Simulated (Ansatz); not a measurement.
# Nudged elastic band run: F2GeH5P

Input:

```yaml
crystal:
  periodic: [false, false, false]
  atoms:
    - { symbol: Ge, position_ang: [0.955131, -0.149055, -0.719403] }
    - { symbol: F, position_ang: [-0.290785, 0.098358, 0.471127] }
    - { symbol: F, position_ang: [2.434045, 0.269994, 0.086195] }
    - { symbol: H, position_ang: [0.726938, 0.859829, -1.849316] }
    - { symbol: H, position_ang: [0.999165, -1.645069, -1.04434] }
    - { symbol: P, position_ang: [-3.576996, 0.116134, 2.596372] }
    - { symbol: H, position_ang: [-4.380742, 0.32628, 1.43098] }
    - { symbol: H, position_ang: [-3.715739, -1.305961, 2.525997] }
    - { symbol: H, position_ang: [-2.355316, 0.117391, 1.855088] }
basis:
  gaussian: { orbitals: def2-SVP }
hamiltonian:
  xc: b3lyp
neb:
  order_check: false
  images: 4
  f_tol: 0.03
  max_iterations: 60
  climbing: false
  final_atoms:
    - { symbol: Ge, position_ang: [-0.638843, -0.48953479, -0.37342034] }
    - { symbol: F, position_ang: [-0.5164361, 1.59631437, 2.10165683] }
    - { symbol: F, position_ang: [0.46416088, -0.48338015, 1.04537588] }
    - { symbol: H, position_ang: [-0.27827074, 0.7907957, -1.14409857] }
    - { symbol: H, position_ang: [-0.22928945, -1.76628483, -1.13078991] }
    - { symbol: P, position_ang: [-2.84331189, -0.52565716, 0.35666034] }
    - { symbol: H, position_ang: [-2.62629335, -1.67260969, 1.18142315] }
    - { symbol: H, position_ang: [-2.53810764, 0.40965278, 1.39029575] }
    - { symbol: H, position_ang: [0.00209229, 0.82860477, 1.92559686] }
  initial_path:
    images:
      - { positions_ang: [[0.955131, -0.149055, -0.719403], [-0.290785, 0.098358, 0.471127], [2.434045, 0.269994, 0.086195], [0.726938, 0.859829, -1.849316], [0.999165, -1.645069, -1.04434], [-3.576996, 0.116134, 2.596372], [-4.380742, 0.32628, 1.43098], [-3.715739, -1.305961, 2.525997], [-2.355316, 0.117391, 1.855088]] }
      - { positions_ang: [[0.58267042, -0.12349736, -0.42061034], [-0.1899347, 0.07184297, 1.10396521], [2.10947271, 0.08378507, -0.13916401], [0.18650803, 0.98875748, -1.34283638], [0.29812187, -1.52310145, -0.80306034], [-3.12042771, 0.1024074, 1.85942366], [-3.91687514, -0.12805324, 0.84909622], [-3.24898919, -0.88883216, 2.3663071], [-1.90484529, 0.10459228, 1.87957889]] }
      - { positions_ang: [[0.21020984, -0.09793972, -0.12181769], [-0.08908441, 0.04532795, 1.73680343], [1.78490043, -0.10242386, -0.36452303], [-0.35392193, 1.11768596, -0.83635677], [-0.40292127, -1.4011339, -0.56178067], [-2.66385942, 0.08868079, 1.12247531], [-3.45300827, -0.58238647, 0.26721245], [-2.78223939, -0.47170331, 2.20661719], [-1.45437459, 0.09179356, 1.90406978]] }
      - { positions_ang: [[-0.10858496, -0.16603567, -0.05262116], [-0.13421463, 0.34491922, 2.06290939], [1.3909236, -0.25309869, -0.17268685], [-0.55496368, 1.1038793, -0.69531328], [-0.64861216, -1.42537706, -0.57907066], [-2.5171226, -0.03967744, 0.67453298], [-3.10211854, -0.98216441, 0.21730108], [-2.54671312, -0.12858056, 1.97947694], [-0.98289293, 0.23403631, 1.91817155]] }
      - { positions_ang: [[-0.37371398, -0.32778523, -0.21302075], [-0.32532536, 0.9706168, 2.08228311], [0.92754224, -0.36823942, 0.43634452], [-0.41661721, 0.9473375, -0.91970592], [-0.4389508, -1.59583095, -0.85493028], [-2.68021724, -0.2826673, 0.51559666], [-2.86420595, -1.32738705, 0.69936211], [-2.54241038, 0.14053611, 1.68488634], [-0.49040032, 0.53132054, 1.92188421]] }
      - { positions_ang: [[-0.638843, -0.48953479, -0.37342034], [-0.5164361, 1.59631437, 2.10165683], [0.46416088, -0.48338015, 1.04537588], [-0.27827074, 0.7907957, -1.14409857], [-0.22928945, -1.76628483, -1.13078991], [-2.84331189, -0.52565716, 0.35666034], [-2.62629335, -1.67260969, 1.18142315], [-2.53810764, 0.40965278, 1.39029575], [0.00209229, 0.82860477, 1.92559686]] }
```

Launched with:

```bash
$ ansatz run input.yaml --threads 2 --pin off --max-ram 3072MiB --backend cpu --events-out ev --progress --plain --runs-dir out
```

Output, in part (warnings, iteration lines, the closing report on the highest movable image, with atoms numbered from 0):

```
NEB end point (image 0): max|allowed force component| = 1.879e-2 eV/Å (the criterion of neb.relax_end_points is 1.000e-2)
NEB end point (image 5): max|allowed force component| = 2.141e-2 eV/Å (the criterion of neb.relax_end_points is 1.000e-2)
NEB iter   1: max|band force component| = 1.541e2 eV/Å  barrier→ = 26.9773 eV  barrier← = 26.7449 eV  Δτ_max = 0.1981 Å  (150 SCF iters)
NEB iter   2: max|band force component| = 1.901e1 eV/Å  barrier→ = 4.4610 eV  barrier← = 4.2286 eV  Δτ_max = 0.2000 Å  (114 SCF iters)
NEB iter   3: max|band force component| = 1.245e1 eV/Å  barrier→ = 2.4602 eV  barrier← = 2.2278 eV  Δτ_max = 0.2000 Å  (117 SCF iters)
NEB iter   4: max|band force component| = 4.520e0 eV/Å  barrier→ = 2.1861 eV  barrier← = 1.9537 eV  Δτ_max = 0.2000 Å  (113 SCF iters)
NEB iter   5: max|band force component| = 2.589e0 eV/Å  barrier→ = 2.2093 eV  barrier← = 1.9769 eV  Δτ_max = 0.2000 Å  (105 SCF iters)
NEB iter   6: max|band force component| = 1.401e0 eV/Å  barrier→ = 2.0011 eV  barrier← = 1.7687 eV  Δτ_max = 0.2000 Å  (108 SCF iters)
NEB iter   7: max|band force component| = 1.479e0 eV/Å  barrier→ = 1.7553 eV  barrier← = 1.5229 eV  Δτ_max = 0.1001 Å  (113 SCF iters)
NEB iter   8: max|band force component| = 8.176e-1 eV/Å  barrier→ = 1.6321 eV  barrier← = 1.3997 eV  Δτ_max = 0.1002 Å  (107 SCF iters)
NEB iter   9: max|band force component| = 8.533e-1 eV/Å  barrier→ = 1.5040 eV  barrier← = 1.2716 eV  Δτ_max = 0.1008 Å  (108 SCF iters)
NEB iter  10: max|band force component| = 4.837e-1 eV/Å  barrier→ = 1.3853 eV  barrier← = 1.1529 eV  Δτ_max = 0.0999 Å  (107 SCF iters)
NEB iter  11: max|band force component| = 2.731e-1 eV/Å  barrier→ = 1.2712 eV  barrier← = 1.0388 eV  Δτ_max = 0.1007 Å  (104 SCF iters)
NEB iter  12: max|band force component| = 4.533e-1 eV/Å  barrier→ = 1.1980 eV  barrier← = 0.9656 eV  Δτ_max = 0.0503 Å  (109 SCF iters)
NEB iter  13: max|band force component| = 2.903e-1 eV/Å  barrier→ = 1.1499 eV  barrier← = 0.9175 eV  Δτ_max = 0.1011 Å  (105 SCF iters)
NEB iter  14: max|band force component| = 2.855e-1 eV/Å  barrier→ = 1.0514 eV  barrier← = 0.8190 eV  Δτ_max = 0.1011 Å  (102 SCF iters)
NEB iter  15: max|band force component| = 2.006e-1 eV/Å  barrier→ = 0.9410 eV  barrier← = 0.7086 eV  Δτ_max = 0.1011 Å  (105 SCF iters)
NEB iter  16: max|band force component| = 1.434e-1 eV/Å  barrier→ = 0.8741 eV  barrier← = 0.6417 eV  Δτ_max = 0.1011 Å  (105 SCF iters)
NEB iter  17: max|band force component| = 1.387e-1 eV/Å  barrier→ = 0.8279 eV  barrier← = 0.5955 eV  Δτ_max = 0.1012 Å  (106 SCF iters)
NEB iter  18: max|band force component| = 1.231e-1 eV/Å  barrier→ = 0.7988 eV  barrier← = 0.5664 eV  Δτ_max = 0.1017 Å  (109 SCF iters)
NEB iter  19: max|band force component| = 1.084e-1 eV/Å  barrier→ = 0.7848 eV  barrier← = 0.5524 eV  Δτ_max = 0.0576 Å  (109 SCF iters)
NEB iter  20: max|band force component| = 1.108e-1 eV/Å  barrier→ = 0.7868 eV  barrier← = 0.5544 eV  Δτ_max = 0.0291 Å  (111 SCF iters)
NEB iter  21: max|band force component| = 8.796e-2 eV/Å  barrier→ = 0.7854 eV  barrier← = 0.5530 eV  Δτ_max = 0.0290 Å  (102 SCF iters)
NEB iter  22: max|band force component| = 6.052e-2 eV/Å  barrier→ = 0.7848 eV  barrier← = 0.5524 eV  Δτ_max = 0.0276 Å  (106 SCF iters)
NEB iter  23: max|band force component| = 4.682e-2 eV/Å  barrier→ = 0.7833 eV  barrier← = 0.5509 eV  Δτ_max = 0.0276 Å  (97 SCF iters)
NEB iter  24: max|band force component| = 3.720e-2 eV/Å  barrier→ = 0.7829 eV  barrier← = 0.5505 eV  Δτ_max = 0.0249 Å  (105 SCF iters)
NEB iter  25: max|band force component| = 3.411e-2 eV/Å  barrier→ = 0.7834 eV  barrier← = 0.5510 eV  Δτ_max = 0.0210 Å  (102 SCF iters)
NEB iter  26: max|band force component| = 2.350e-2 eV/Å  barrier→ = 0.7842 eV  barrier← = 0.5518 eV  Δτ_max = 0.0000 Å  (210 SCF iters)
Total energy: -71310.28082682 eV, -2620.6044845412 hartree
Atom 0 at    -0.449468    -0.040215    -0.347706 Å, force    -0.084847     0.013422    -0.043423 eV/Å
Atom 1 at     0.022725    -0.851779     2.494607 Å, force    -0.048657    -0.011571     0.090335 eV/Å
Atom 2 at     0.867268     1.061621    -0.012271 Å, force    -0.029936     0.006217     0.035560 eV/Å
Atom 3 at    -0.777400     0.153263    -1.842453 Å, force     0.029817     0.015952    -0.074443 eV/Å
Atom 4 at     0.066910    -1.459082    -0.060149 Å, force    -0.076362     0.024108     0.032296 eV/Å
Atom 5 at    -2.389976     0.792958     0.714326 Å, force     0.005201     0.007543    -0.047232 eV/Å
Atom 6 at    -3.220202    -0.134285     0.008881 Å, force    -0.001869    -0.002262    -0.016959 eV/Å
Atom 7 at    -2.417268     0.006565     1.913690 Å, force     0.097634    -0.010842    -0.040499 eV/Å
Atom 8 at    -0.906888    -0.841143     2.483776 Å, force     0.109019    -0.042568     0.064365 eV/Å
Dipole moment:    -0.633485    -0.397597    -0.044420 e Å
```

The forces met the threshold. No image climbed, so the highest image needn't sit at the top of the path. A band with more images between the same ends climbed to 2.06 eV, so this one has probably stepped over the top. The orbitals stay closed-shell, which can raise the energy where a bond breaks towards radicals; this wasn't checked here.

Final band (atoms are numbered from 1 in the order of the input):

| image | path coordinate (Å) | energy (eV) | Ge1–F2 (Å) | P6–H9 (Å) | Ge1–P6 (Å) |
| --- | --- | --- | --- | --- | --- |
| 0 | 0.00 | 0.00 | 1.74 | 1.43 | 5.62 |
| 1 | 2.46 | 0.01 | 1.74 | 1.43 | 4.78 |
| 2 | 4.93 | 0.70 | 1.77 | 1.45 | 3.27 |
| 3 | 7.39 | 0.78 | 2.99 | 2.83 | 2.36 |
| 4 | 9.85 | 0.32 | 3.52 | 3.47 | 2.34 |
| 5 | 12.32 | 0.23 | 3.24 | 3.52 | 2.32 |

The run took 3.5 min on 2 threads of Arm Neoverse V2, on a shared host, peak memory 0.24 GiB.
